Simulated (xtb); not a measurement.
C2H5O (SMILES C[CH]O), doublet, at a GFN2-xTB geometry; GFN2-xTB with ALPB(hexane) (xtb).

Here is a job for xtb.
```
$ xtb mol.xyz --gfn 2 --uhf 1 --alpb hexane --json

# file mol.xyz
8

C      1.19309028    -0.36928823    -0.01550432
C     -0.00932706     0.48045677    -0.15550838
O     -1.20582994    -0.08620026     0.22487613
H     -1.93007401     0.51802160     0.03896304
H     -0.03898534     1.28106100    -0.87783908
H      2.07699739     0.24879310     0.13478836
H      1.06534748    -1.03511733     0.83459159
H      1.37077470    -0.99016743    -0.90343665
```

It wrote (shortened):

```
   ID    Z sym.   atoms
    1    6 C      1, 2
    2    8 O      3
    3    1 H      4-8

           -------------------------------------------------
          |                Calculation Setup                |
           -------------------------------------------------

           -------------------------------------------------
          |                 G F N 2 - x T B                 |
           -------------------------------------------------

      * Solvation model:               ALPB
        Solvent                        hexane
        Parameter file                 internal GFN2-xTB/ALPB
        Dielectric constant                1.8800E+00
        Reference state                gsolv [1 M gas/solution]
        Free energy shift                  4.8134E-03 Eh       3.0204E+00 kcal/mol
        Temperature                        2.9815E+02 K
        Density                            6.6000E-01 kg/L
        Solvent mass                       8.6180E+01 g/mol
        Interaction kernel             P16
        Born radius scaling (c1)           1.1040E+00
        Born radii integrator          GBOBC
        Born offset                        0.0000E+00 a0       0.0000E+00 AA
        H-bond correction              false
        Ion screening                  false
        Surface tension                    1.0000E-05 Eh       1.5569E+01 dyn/cm
        Grid points                               230 per atom

          ...................................................
          :                      SETUP                      :
          :.................................................:
          :  # basis functions                  17          :
          :  # atomic orbitals                  17          :
          :  # shells                           11          :
          :  # electrons                        19          :
          :  max. iterations                   250          :
          :  Hamiltonian                  GFN2-xTB          :
          :  restarted?                      false          :
          :  GBSA solvation                   true          :
          :  PC potential                    false          :
          :  electronic temp.          300.0000000     K    :
          :  accuracy                    1.0000000          :
          :  -> integral cutoff          0.2500000E+02      :
          :  -> integral neglect         0.1000000E-07      :
          :  -> SCF convergence          0.1000000E-05 Eh   :
[...]
         :: total energy             -10.812624750370 Eh    ::
[...]

     #   Z          covCN         q      C6AA      α(0)
     1   6 C        3.751    -0.108    22.629     6.784
     2   6 C        2.756     0.029    27.332     8.561
     3   8 O        1.658    -0.405    20.951     6.179
     4   1 H        0.805     0.312     0.687     1.302
     5   1 H        0.926     0.009     2.900     2.663
     6   1 H        0.925     0.050     2.322     2.383
     7   1 H        0.925     0.062     2.179     2.309
     8   1 H        0.923     0.052     2.299     2.371

 Mol. C6AA /au·bohr⁶  :        464.235008
 Mol. C8AA /au·bohr⁸  :       9699.264531
 Mol. α(0) /au        :         32.551398

Wiberg/Mayer (AO) data.
largest (>0.10) Wiberg bond orders for each atom

 ---------------------------------------------------------------------------
     #   Z sym  total        # sym  WBO       # sym  WBO       # sym  WBO
 ---------------------------------------------------------------------------
     1   6 C    3.996 --     2 C    1.073     7 H    0.979     6 H    0.974
                             8 H    0.945
     2   6 C    3.286 --     3 O    1.186     1 C    1.073     5 H    0.973
     3   8 O    2.122 --     2 C    1.186     4 H    0.888
     4   1 H    0.903 --     3 O    0.888
     5   1 H    1.000 --     2 C    0.973
     6   1 H    0.997 --     1 C    0.974
     7   1 H    0.996 --     1 C    0.979
     8   1 H    0.995 --     1 C    0.945
 ---------------------------------------------------------------------------

Topologies differ in total number of bonds
Writing topology from bond orders to xtbtopo.mol

molecular dipole:
                 x           y           z       tot (Debye)
 q only:       -0.005       0.302      -0.149
   full:       -0.120       0.426      -0.316       1.382
molecular quadrupole (traceless):
                xx          xy          yy          xz          yz          zz
 q only:        2.355      -2.246      -0.819       0.501      -0.024      -1.536
  q+dip:        2.215      -3.325      -0.769       0.904      -0.421      -1.446
   full:        2.583      -3.249      -0.932       0.839      -0.269      -1.650

           -------------------------------------------------
          | TOTAL ENERGY              -10.812624750370 Eh   |
          | GRADIENT NORM               0.003562624752 Eh/α |
          | HOMO-LUMO GAP               9.487823054464 eV   |
           -------------------------------------------------

normal termination of xtb
```
